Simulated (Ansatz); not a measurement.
BBrH5NSSi, SMILES `NB(S)[SiH2]Br`, 10 atoms. Total charge 0; spin multiplicity 1. Correlated methods include outer-core shells of Br, which these sets cover unevenly. Scalar relativity is left out up to krypton. All runs use 4 threads of an Arm Neoverse V2 on a shared host. Correlated methods freeze the cores.

(1) How many basis functions does each run have, and how long does it take in Ansatz? RHF-CCSD(T)/def2-TZVPP energy; direct RPA on PBE orbitals/def2-TZVPP energy; RKS BLYP-D4/def2-TZVPP energy; RKS PBE0-D4/def2-TZVP relaxation (11 steps); RKS ωB97M-V/def2-SVP energy; RKS ωB97X-V/def2-TZVPP energy; RKS PBE-QIDH (frozen core)/def2-TZVPP energy; RKS revPBE-D4/def2-TZVPP energy; RKS PBE0-D4/def2-QZVPP energy; RKS PBE0-D4/def2-TZVP frequencies; RKS ωB97M-V/def2-QZVPP energy; RKS PBE0-D4/def2-SVP energy. (An estimate is asked.)

Answers

(1) Ansatz gave: Other jobs shared the machine, so times are rough.

| level | job | functions | wall time | peak host memory (GiB) |
| --- | --- | --- | --- | --- |
| RKS PBE0-D4/def2-SVP | energy | 121 | 1.4 s | 0.48 |
| RKS BLYP-D4/def2-TZVPP | energy | 264 | 2.5 s | 0.4 |
| RKS revPBE-D4/def2-TZVPP | energy | 264 | 2.5 s | 0.4 |
| RKS ωB97M-V/def2-SVP | energy | 121 | 5.5 s | 0.48 |
| direct RPA on PBE orbitals/def2-TZVPP | energy | 264 | 6.5 s | 0.65 |
| RKS PBE-QIDH (frozen core)/def2-TZVPP | energy | 264 | 7.5 s | 0.77 |
| RKS ωB97X-V/def2-TZVPP | energy | 264 | 10 s | 1.1 |
| RKS PBE0-D4/def2-QZVPP | energy | 493 | 13 s | 2.4 |
| RKS ωB97M-V/def2-QZVPP | energy | 493 | 26 s | 2.8 |
| RKS PBE0-D4/def2-TZVP | relaxation (11 steps) | 214 | 53 s | 0.71 |
| RKS PBE0-D4/def2-TZVP | frequencies | 214 | 3.4 min | 0.71 |
| RHF-CCSD(T)/def2-TZVPP | energy | 264 | 4.5 min | 6.2 |
